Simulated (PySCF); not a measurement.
Stepwise substitution at one centre (B OH-SiH3). All species are isolated molecules in the gas phase. One relaxed conformer stands for each flexible species; it need not be the lowest. Strings in code marks are SMILES.

These are PBE-D3(BJ)/def2-TZVP // B3LYP-D3(BJ)/def2-TZVP (PySCF) values and carry that method's errors. All candidates: neutral, multiplicity 1. Delta-SCF ions had no search for a lower state. 

```json
{
 "vertical ionisation energy (Delta-SCF)": "8.98 eV",
 "LUMO": "-2.54 eV",
 "HOMO": "-6.14 eV"
}
```

Identify which member has these values.
A) `[SiH3]B([SiH3])[SiH3]`
B) `OB(O)[SiH3]` (H–O–B–Si torsion 1°, Si–B–O–H torsion -1°)
C) `OB([SiH3])[SiH3]` (H–O–B–Si torsion 0°)

C, `OB([SiH3])[SiH3]` (H–O–B–Si torsion 0°). The others give `OB(O)[SiH3]` (H–O–B–Si torsion 1°, Si–B–O–H torsion -1°): 9.96 eV, -1.23 eV, -6.77 eV; `[SiH3]B([SiH3])[SiH3]`: 9.42 eV, -4.05 eV, -6.84 eV
